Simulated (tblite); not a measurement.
C3H8F2N2Si2.
Numbering: `[N:1]#[C:2][CH2:3][C:4]([F:5])([F:6])[SiH2:7][SiH2:8][NH2:9]` (hydrogens: H10, H11 on C3; H12, H13 on Si7; H14, H15 on Si8; H16, H17 on N9)

Geometry (GFN2-xTB, Å), atoms numbered from 1 in this order:
```
atom  x, y, z in Å
N1     1.8801    1.9753   -1.0370
C2     1.7021    1.2353   -0.1839
C3     1.4599    0.3052    0.8834
C4     1.1718   -1.0996    0.3470
F5     0.7504   -1.8638    1.4114
F6     2.3513   -1.6808   -0.0378
Si7   -0.1407   -1.2390   -1.0875
Si8   -2.0440   -0.0807   -0.4697
N9    -1.5355    1.5325   -0.1259
H10    0.5834    0.6358    1.4478
H11    2.3310    0.2793    1.5474
H12   -0.2924   -2.6899   -1.2094
H13    0.6198   -0.7700   -2.2502
H14   -2.6629   -0.5095    0.7891
H15   -3.0609   -0.2151   -1.5278
H16   -0.9062    2.0034   -0.7587
H17   -2.2144    2.1936    0.2183
```

All values are computed: GFN2-xTB (tblite) harmonic vibrations without scaling, gas phase. Against measured fundamentals such values can be off by several per cent, at times by over 20. Modes of hydrogen on silicon can be 10 to 20 % off. One conformer, not necessarily the lowest.

Harmonic wavenumbers (cm⁻¹): 40.3, 50.9, 65.6, 92.8, 110.0, 168.1, 212.3, 222.3, 262.8, 331.5, 354.2, 376.2, 378.8, 423.2, 458.3, 465.1, 537.2, 567.3, 586.6, 594.4, 617.4, 675.4, 701.0, 779.9, 815.6, 838.4, 860.7, 889.4, 981.4, 1003.4, 1049.1, 1082.6, 1165.8, 1272.4, 1395.1, 1525.6, 2154.4, 2221.4, 2248.3, 2267.0, 2411.0, 2950.1, 2971.5, 3456.3, 3486.7.

A = 1358, B = 945.7, C = 709.9 MHz; mass 166.019 u (most abundant isotopes); point group C1, symmetry number 1.

**Question.** What is the zero-point energy?

**Answer.** Half the sum of the wavenumbers: 23059 cm⁻¹ = 275.85 kJ/mol.

**Question.** Entropy at 350 K, 1 bar (ideal gas, RRHO, classical rotation)?

**Answer.** Translation 175.94, rotation 128.55, vibration 197.78: S = 502.3 J/(mol K).

**Question.** And Cp and H(350 K) − H(0)?

**Answer.** Cp = 218.10 J/(mol K), of which vibrations give 184.84 (their classical limit is 45 R = 374.2); H(350 K) − H(0) = 46.76 kJ/mol without the zero-point energy, 35.12 from vibrations.

**Question.** Which modes carry the vibrational entropy at 350 K?

**Answer.** 40.3 cm⁻¹: 23.27; 50.9 cm⁻¹: 21.34; 65.6 cm⁻¹: 19.24; 92.8 cm⁻¹: 16.38; 110.0 cm⁻¹: 14.98; 168.1 cm⁻¹: 11.55 J/(mol K); the other 39 give 91.03 together.

**Question.** How do the functions run with temperature in this model?

**Answer.** 
| T (K) | S (J/(mol K)) | Cp (J/(mol K)) | H − H(0) (kJ/mol) | G − H(0) (kJ/mol) | ln q(vib) |
| --- | --- | --- | --- | --- | --- |
| 50 | 261.8 | 65.7 | 2.38 | -10.71 | 0.93 |
| 100 | 316.2 | 94.5 | 6.38 | -25.24 | 2.74 |
| 298.15 | 468.9 | 198.1 | 35.96 | -103.85 | 9.91 |
| 373.15 | 516.5 | 226.1 | 51.91 | -140.83 | 12.51 |
| 500 | 587.9 | 261.3 | 82.95 | -210.98 | 16.70 |
| 750 | 703.0 | 305.9 | 154.33 | -372.94 | 24.13 |
| 1000 | 795.1 | 333.9 | 234.55 | -560.59 | 30.60 |

q(vib) and H(0) count from the zero-point level.

**Question.** Blend soft modes into free rotors: weight 1/[1 + (100 cm⁻¹/ν̃)⁴] for the oscillator and the rest for a rotor with moment μB/(μ + B), μ = h/(8π²ν), B = 10⁻⁴⁴ kg m². What vibrational entropy results?

**Answer.** 178.25 J/(mol K) in place of 197.78, which changes −T·S at 350 K by +6.84 kJ/mol.

**Question.** What must be added to the electronic energy to get the Gibbs energy at 350 K and 1 bar?

**Answer.** ZPE + [H(350 K) − H(0)] − T·S = 275.85 + 46.76 − 175.80 = 146.81 kJ/mol.

Hindered rotation and anharmonicity are outside this model. Other conformers, if any are populated, would add a mixing term that is left out. The structure is chiral; the term R ln 2 for an equal mix with its mirror image is left out.
